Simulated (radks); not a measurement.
The nuclear charge of the lead ion Pb+ is varied continuously with 81 electrons held in [Hg] 6p1. Method: scalar-relativistic Kohn-Sham, PBEsol, spin-polarised, spherical densities, finite nucleus; open shells are filled with parallel spins first (spin-orbit coupling, left out, can overturn this in heavy ions); Fermi nuclear charge, rms radius 5.5012 fm; computed with a radial shooting solver on a logarithmic mesh with Libxc functionals. By the Hellmann-Feynman theorem dE/dZ = E(electron-nucleus)/Z, the electronic potential at the nucleus (averaged over a nucleus of fixed radius). The scalar-relativistic energy here is not variational (the density holds large components alone), so the two differ by a part that grows with Z.

Z     E (hartree)  E(electron-nucleus)/Z (hartree)  HOMO  e(HOMO) (eV)  <r> HOMO (bohr)
81.6  -20614.7309                         -630.199    6p        -6.944            3.210
81.8  -20742.2383                         -632.629    6p        -8.556            3.088
82    -20870.2437                         -635.061    6p       -10.243            2.983
82.2  -20998.7479                         -637.497    6p       -11.999            2.890
82.4  -21127.7515                         -639.936    6p       -13.822            2.808
82.6  -21257.2555                         -642.379    6p       -15.707            2.733
82.8  -21387.2605                         -644.826    6p       -17.653            2.666
83    -21517.7675                         -647.276    6p       -19.658            2.603

The central difference of E at Z = 82 is -641.274 hartree, to compare with the third column; the second derivative is -12.5 hartree.
